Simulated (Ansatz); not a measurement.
A short molecular-dynamics run on CH6GeS2 (`[CH3][GeH2][S]S`).

```yaml
crystal:
  periodic: [false, false, false]
  atoms:
    - {symbol: C, position_ang: [-1.059595, 0.807629, -0.140927]}
    - {symbol: Ge, position_ang: [-0.317862, -0.754199, 0.750484]}
    - {symbol: S, position_ang: [1.920795, -0.626997, 0.773532]}
    - {symbol: S, position_ang: [2.287887, -0.623913, -1.252785]}
    - {symbol: H, position_ang: [-2.148373, 0.737917, -0.171401]}
    - {symbol: H, position_ang: [-0.774703, 1.714575, 0.392565]}
    - {symbol: H, position_ang: [-0.683366, 0.857304, -1.163118]}
    - {symbol: H, position_ang: [-0.711622, -2.054657, 0.030323]}
    - {symbol: H, position_ang: [-0.711647, -0.816340, 2.238672]}
    - {symbol: H, position_ang: [2.281688, 0.707480, -1.454346]}
basis:
  gaussian: {orbitals: def2-SVP}
hamiltonian: {xc: {name: r2SCAN}}
md: {timestep: 0.5 fs, n_steps: 20, ensemble: nvt_nose_hoover, temperature: 1000, initial_velocities: maxwell_boltzmann, seed: 820}
```

```sh
$ ansatz run in.yaml --threads 4 --pin off --events-out ev --progress --plain --max-ram 10444MiB
```

| step | time (fs) | potential energy (eV) | kinetic (eV) | T (K) | conserved (eV) |
| --- | --- | --- | --- | --- | --- |
| 0 | 0.0 | -79307.5617 | 1.0341 | 1000 | -79306.5277 |
| 1 | 0.5 | -79307.5612 | 1.0336 | 1000 | -79306.5277 |
| 2 | 1.0 | -79307.5533 | 1.0256 | 992 | -79306.5277 |
| 3 | 1.5 | -79307.5379 | 1.0103 | 977 | -79306.5277 |
| 4 | 2.0 | -79307.5154 | 0.9878 | 955 | -79306.5276 |
| 5 | 2.5 | -79307.4865 | 0.9589 | 927 | -79306.5275 |
| 6 | 3.0 | -79307.4524 | 0.9249 | 894 | -79306.5274 |
| 7 | 3.5 | -79307.4149 | 0.8877 | 858 | -79306.5273 |
| 8 | 4.0 | -79307.3764 | 0.8492 | 821 | -79306.5272 |
| 9 | 4.5 | -79307.3389 | 0.8119 | 785 | -79306.5271 |
| 10 | 5.0 | -79307.3047 | 0.7778 | 752 | -79306.5270 |
| 11 | 5.5 | -79307.2750 | 0.7482 | 724 | -79306.5269 |
| 12 | 6.0 | -79307.2507 | 0.7239 | 700 | -79306.5269 |
| 13 | 6.5 | -79307.2313 | 0.7046 | 681 | -79306.5270 |
| 14 | 7.0 | -79307.2160 | 0.6892 | 667 | -79306.5271 |
| 15 | 7.5 | -79307.2031 | 0.6763 | 654 | -79306.5272 |
| 16 | 8.0 | -79307.1910 | 0.6642 | 642 | -79306.5273 |
| 17 | 8.5 | -79307.1783 | 0.6516 | 630 | -79306.5273 |
| 18 | 9.0 | -79307.1644 | 0.6377 | 617 | -79306.5273 |
| 19 | 9.5 | -79307.1493 | 0.6229 | 602 | -79306.5272 |
| 20 | 10.0 | -79307.1341 | 0.6079 | 588 | -79306.5272 |

Velocities are drawn at the set temperature; a run this short doesn't reach equilibrium.

Frames (Å, forces in eV/Å):

```xyz
10
time=0.0 fs
C    -1.060    0.808   -0.141    0.108   -0.250    0.149
Ge   -0.318   -0.754    0.750   -0.164   -0.073    0.035
S     1.921   -0.627    0.774    0.062    0.011    0.627
S     2.288   -0.624   -1.253    0.120   -0.279   -0.580
H    -2.148    0.738   -0.171   -0.320   -0.016   -0.016
H    -0.775    1.715    0.393    0.083    0.276    0.158
H    -0.683    0.857   -1.163    0.115    0.017   -0.307
H    -0.712   -2.055    0.030   -0.012    0.015    0.003
H    -0.712   -0.816    2.239    0.003    0.008   -0.013
H     2.282    0.707   -1.454    0.006    0.291   -0.056
10
time=0.5 fs
C    -1.055    0.804   -0.141    0.089   -0.138    0.144
Ge   -0.317   -0.754    0.750   -0.196   -0.146    0.132
S     1.918   -0.626    0.777    0.128    0.033    0.516
S     2.284   -0.624   -1.255    0.113   -0.218   -0.513
H    -2.143    0.731   -0.202   -0.288    0.021    0.059
H    -0.768    1.708    0.397   -0.015    0.273    0.164
H    -0.666    0.867   -1.157    0.178   -0.032   -0.350
H    -0.707   -2.039    0.002   -0.015   -0.020    0.052
H    -0.698   -0.829    2.251    0.003    0.012   -0.183
H     2.279    0.709   -1.464    0.002    0.214   -0.021
10
time=1.0 fs
C    -1.051    0.800   -0.142    0.043   -0.005    0.107
Ge   -0.315   -0.754    0.750   -0.224   -0.230    0.217
S     1.916   -0.625    0.781    0.195    0.054    0.407
S     2.281   -0.624   -1.257    0.106   -0.143   -0.449
H    -2.139    0.723   -0.233   -0.207    0.061    0.137
H    -0.761    1.702    0.403   -0.119    0.251    0.155
H    -0.649    0.877   -1.151    0.224   -0.082   -0.350
H    -0.702   -2.024   -0.025   -0.016   -0.050    0.105
H    -0.684   -0.841    2.263   -0.001    0.019   -0.343
H     2.277    0.712   -1.473   -0.001    0.125    0.015
10
time=1.5 fs
C    -1.046    0.796   -0.142   -0.019    0.145    0.034
Ge   -0.314   -0.753    0.750   -0.249   -0.323    0.285
S     1.913   -0.625    0.785    0.262    0.074    0.299
S     2.278   -0.624   -1.259    0.100   -0.061   -0.387
H    -2.135    0.716   -0.263   -0.089    0.102    0.219
H    -0.755    1.697    0.408   -0.225    0.214    0.132
H    -0.631    0.887   -1.146    0.248   -0.133   -0.307
H    -0.697   -2.009   -0.053   -0.015   -0.074    0.161
H    -0.670   -0.853    2.274   -0.010    0.027   -0.488
H     2.274    0.715   -1.482   -0.003    0.029    0.053
10
time=2.0 fs
C    -1.042    0.793   -0.142   -0.087    0.308   -0.072
Ge   -0.313   -0.753    0.750   -0.269   -0.423    0.333
S     1.910   -0.624    0.789    0.329    0.093    0.194
S     2.274   -0.624   -1.261    0.094    0.022   -0.328
H    -2.131    0.709   -0.293    0.053    0.141    0.304
H    -0.749    1.692    0.414   -0.330    0.168    0.099
H    -0.612    0.896   -1.142    0.251   -0.186   -0.226
H    -0.693   -1.994   -0.080   -0.011   -0.092    0.220
H    -0.656   -0.865    2.284   -0.025    0.036   -0.614
H     2.271    0.718   -1.491   -0.006   -0.067    0.090
10
time=2.5 fs
C    -1.037    0.789   -0.142   -0.148    0.479   -0.204
Ge   -0.311   -0.753    0.750   -0.285   -0.528    0.360
S     1.908   -0.623    0.794    0.396    0.111    0.092
S     2.271   -0.624   -1.263    0.090    0.100   -0.271
H    -2.127    0.703   -0.322    0.204    0.179    0.392
H    -0.744    1.687    0.420   -0.430    0.117    0.059
H    -0.593    0.905   -1.139    0.233   -0.240   -0.116
H    -0.688   -1.980   -0.107   -0.006   -0.106    0.281
H    -0.642   -0.877    2.292   -0.045    0.045   -0.717
H     2.269    0.720   -1.500   -0.008   -0.157    0.126
10
time=3.0 fs
C    -1.033    0.785   -0.143   -0.196    0.652   -0.353
Ge   -0.310   -0.753    0.749   -0.298   -0.635    0.365
S     1.905   -0.622    0.798    0.462    0.128   -0.008
S     2.267   -0.624   -1.265    0.087    0.167   -0.214
H    -2.123    0.697   -0.350    0.347    0.211    0.478
H    -0.740    1.683    0.427   -0.521    0.068    0.015
H    -0.573    0.913   -1.136    0.199   -0.294    0.012
H    -0.683   -1.965   -0.133    0.001   -0.117    0.343
H    -0.629   -0.889    2.299   -0.071    0.055   -0.798
H     2.266    0.723   -1.509   -0.010   -0.235    0.160
10
time=3.5 fs
C    -1.028    0.782   -0.143   -0.223    0.821   -0.504
Ge   -0.309   -0.752    0.749   -0.307   -0.742    0.349
S     1.903   -0.622    0.802    0.527    0.144   -0.105
S     2.264   -0.624   -1.267    0.084    0.220   -0.157
H    -2.118    0.691   -0.377    0.470    0.238    0.559
H    -0.737    1.679    0.433   -0.601    0.024   -0.029
H    -0.553    0.921   -1.133    0.153   -0.346    0.146
H    -0.679   -1.951   -0.158    0.009   -0.126    0.405
H    -0.615   -0.901    2.304   -0.101    0.063   -0.854
H     2.264    0.724   -1.517   -0.012   -0.298    0.190
10
time=4.0 fs
C    -1.024    0.779   -0.144   -0.227    0.979   -0.646
Ge   -0.308   -0.752    0.749   -0.313   -0.845    0.312
S     1.901   -0.621    0.806    0.592    0.159   -0.199
S     2.260   -0.624   -1.269    0.082    0.256   -0.100
H    -2.112    0.686   -0.403    0.564    0.259    0.631
H    -0.735    1.675    0.439   -0.667   -0.009   -0.070
H    -0.533    0.928   -1.129    0.101   -0.393    0.273
H    -0.674   -1.938   -0.182    0.017   -0.133    0.467
H    -0.602   -0.912    2.306   -0.135    0.071   -0.884
H     2.261    0.725   -1.524   -0.014   -0.343    0.217
10
time=4.5 fs
C    -1.020    0.776   -0.144   -0.207    1.121   -0.768
Ge   -0.306   -0.752    0.749   -0.317   -0.941    0.254
S     1.898   -0.620    0.810    0.657    0.174   -0.290
S     2.257   -0.624   -1.272    0.082    0.272   -0.042
H    -2.104    0.682   -0.427    0.621    0.271    0.690
H    -0.735    1.671    0.445   -0.719   -0.030   -0.106
H    -0.512    0.934   -1.125    0.047   -0.435    0.385
H    -0.670   -1.924   -0.205    0.025   -0.142    0.526
H    -0.589   -0.924    2.307   -0.172    0.076   -0.889
H     2.258    0.726   -1.532   -0.015   -0.367    0.240
10
time=5.0 fs
C    -1.016    0.773   -0.145   -0.163    1.244   -0.859
Ge   -0.305   -0.752    0.749   -0.319   -1.028    0.178
S     1.896   -0.619    0.814    0.720    0.188   -0.377
S     2.254   -0.624   -1.274    0.082    0.267    0.017
H    -2.095    0.678   -0.450    0.636    0.275    0.732
H    -0.737    1.667    0.451   -0.756   -0.037   -0.134
H    -0.491    0.938   -1.120   -0.004   -0.468    0.474
H    -0.665   -1.911   -0.227    0.033   -0.151    0.581
H    -0.576   -0.935    2.305   -0.213    0.079   -0.869
H     2.255    0.725   -1.538   -0.016   -0.370    0.257
10
time=5.5 fs
C    -1.011    0.770   -0.146   -0.098    1.345   -0.914
Ge   -0.304   -0.752    0.749   -0.320   -1.104    0.084
S     1.894   -0.618    0.818    0.783    0.200   -0.461
S     2.250   -0.624   -1.276    0.082    0.241    0.078
H    -2.084    0.675   -0.470    0.608    0.270    0.754
H    -0.741    1.663    0.457   -0.776   -0.029   -0.153
H    -0.470    0.942   -1.113   -0.047   -0.490    0.535
H    -0.660   -1.898   -0.247    0.040   -0.163    0.631
H    -0.564   -0.946    2.302   -0.256    0.080   -0.823
H     2.253    0.723   -1.544   -0.016   -0.350    0.269
10
time=6.0 fs
C    -1.007    0.768   -0.147   -0.014    1.421   -0.926
Ge   -0.303   -0.752    0.749   -0.320   -1.167   -0.027
S     1.891   -0.617    0.822    0.845    0.212   -0.541
S     2.247   -0.624   -1.278    0.083    0.195    0.141
H    -2.072    0.672   -0.489    0.537    0.257    0.754
H    -0.747    1.659    0.462   -0.781   -0.007   -0.163
H    -0.449    0.945   -1.106   -0.079   -0.501    0.564
H    -0.655   -1.886   -0.266    0.046   -0.178    0.674
H    -0.553   -0.957    2.296   -0.301    0.076   -0.752
H     2.250    0.721   -1.550   -0.016   -0.310    0.276
10
time=6.5 fs
C    -1.003    0.766   -0.148    0.086    1.474   -0.895
Ge   -0.302   -0.752    0.749   -0.320   -1.216   -0.151
S     1.889   -0.617    0.826    0.907    0.224   -0.618
S     2.244   -0.624   -1.280    0.084    0.130    0.206
H    -2.059    0.670   -0.506    0.425    0.235    0.730
H    -0.754    1.655    0.466   -0.772    0.028   -0.164
H    -0.428    0.946   -1.097   -0.098   -0.499    0.561
H    -0.650   -1.874   -0.284    0.050   -0.196    0.711
H    -0.542   -0.968    2.289   -0.348    0.069   -0.657
H     2.247    0.718   -1.554   -0.015   -0.249    0.277
10
time=7.0 fs
C    -0.999    0.764   -0.150    0.197    1.503   -0.818
Ge   -0.300   -0.752    0.748   -0.320   -1.249   -0.288
S     1.887   -0.616    0.829    0.968    0.234   -0.691
S     2.240   -0.624   -1.282    0.086    0.049    0.272
H    -2.045    0.669   -0.522    0.276    0.204    0.682
H    -0.763    1.651    0.471   -0.749    0.073   -0.157
H    -0.408    0.946   -1.087   -0.102   -0.483    0.528
H    -0.645   -1.862   -0.299    0.053   -0.218    0.739
H    -0.532   -0.978    2.280   -0.395    0.058   -0.539
H     2.244    0.714   -1.558   -0.014   -0.172    0.274
10
time=7.5 fs
C    -0.994    0.763   -0.152    0.313    1.513   -0.698
Ge   -0.299   -0.752    0.748   -0.322   -1.267   -0.435
S     1.885   -0.615    0.833    1.028    0.243   -0.761
S     2.237   -0.624   -1.284    0.087   -0.045    0.339
H    -2.029    0.668   -0.536    0.099    0.166    0.610
H    -0.774    1.647    0.475   -0.714    0.125   -0.144
H    -0.388    0.945   -1.075   -0.091   -0.455    0.465
H    -0.640   -1.851   -0.313    0.054   -0.243    0.758
H    -0.523   -0.989    2.270   -0.442    0.043   -0.400
H     2.241    0.710   -1.562   -0.012   -0.081    0.266
10
time=8.0 fs
C    -0.990    0.762   -0.153    0.425    1.505   -0.540
Ge   -0.298   -0.752    0.748   -0.324   -1.269   -0.587
S     1.883   -0.614    0.837    1.087    0.252   -0.826
S     2.233   -0.624   -1.286    0.089   -0.147    0.406
H    -2.014    0.668   -0.548   -0.096    0.122    0.519
H    -0.787    1.643    0.478   -0.669    0.179   -0.127
H    -0.368    0.943   -1.063   -0.066   -0.414    0.378
H    -0.634   -1.841   -0.325    0.053   -0.272    0.767
H    -0.515   -0.999    2.258   -0.489    0.023   -0.244
H     2.238    0.706   -1.565   -0.010    0.020    0.254
10
time=8.5 fs
C    -0.986    0.761   -0.155    0.523    1.485   -0.351
Ge   -0.297   -0.752    0.748   -0.328   -1.257   -0.739
S     1.881   -0.613    0.841    1.144    0.259   -0.887
S     2.230   -0.624   -1.289    0.090   -0.250    0.473
H    -1.999    0.668   -0.559   -0.294    0.073    0.412
H    -0.801    1.640    0.482   -0.615    0.232   -0.110
H    -0.348    0.940   -1.049   -0.029   -0.361    0.272
H    -0.629   -1.831   -0.335    0.050   -0.304    0.767
H    -0.509   -1.009    2.247   -0.534    0.000   -0.076
H     2.235    0.702   -1.567   -0.007    0.123    0.240
10
time=9.0 fs
C    -0.981    0.760   -0.157    0.593    1.458   -0.142
Ge   -0.296   -0.752    0.748   -0.334   -1.232   -0.886
S     1.880   -0.612    0.844    1.201    0.265   -0.944
S     2.227   -0.624   -1.291    0.091   -0.350    0.538
H    -1.985    0.668   -0.569   -0.479    0.022    0.296
H    -0.817    1.637    0.485   -0.554    0.278   -0.095
H    -0.328    0.936   -1.035    0.017   -0.299    0.154
H    -0.623   -1.822   -0.343    0.045   -0.340    0.757
H    -0.503   -1.019    2.235   -0.576   -0.026    0.099
H     2.232    0.698   -1.568   -0.004    0.223    0.225
10
time=9.5 fs
C    -0.977    0.760   -0.159    0.625    1.429    0.072
Ge   -0.295   -0.752    0.748   -0.343   -1.196   -1.020
S     1.878   -0.611    0.848    1.255    0.270   -0.997
S     2.223   -0.624   -1.293    0.092   -0.439    0.600
H    -1.972    0.668   -0.578   -0.630   -0.030    0.182
H    -0.835    1.635    0.488   -0.486    0.312   -0.086
H    -0.309    0.931   -1.020    0.066   -0.229    0.032
H    -0.617   -1.814   -0.350    0.038   -0.378    0.736
H    -0.499   -1.030    2.223   -0.615   -0.053    0.271
H     2.229    0.694   -1.569   -0.001    0.314    0.209
10
time=10.0 fs
C    -0.972    0.760   -0.161    0.607    1.401    0.277
Ge   -0.293   -0.753    0.747   -0.355   -1.153   -1.133
S     1.876   -0.610    0.851    1.308    0.274   -1.045
S     2.220   -0.624   -1.294    0.092   -0.509    0.657
H    -1.960    0.668   -0.587   -0.731   -0.079    0.078
H    -0.853    1.634    0.490   -0.414    0.332   -0.086
H    -0.289    0.926   -1.006    0.110   -0.154   -0.084
H    -0.611   -1.807   -0.355    0.029   -0.418    0.707
H    -0.496   -1.040    2.212   -0.649   -0.080    0.434
H     2.226    0.691   -1.570    0.003    0.388    0.196
```

Run time 37 s (4 threads of an Intel Xeon on a shared host); peak host memory 0.21 GiB.
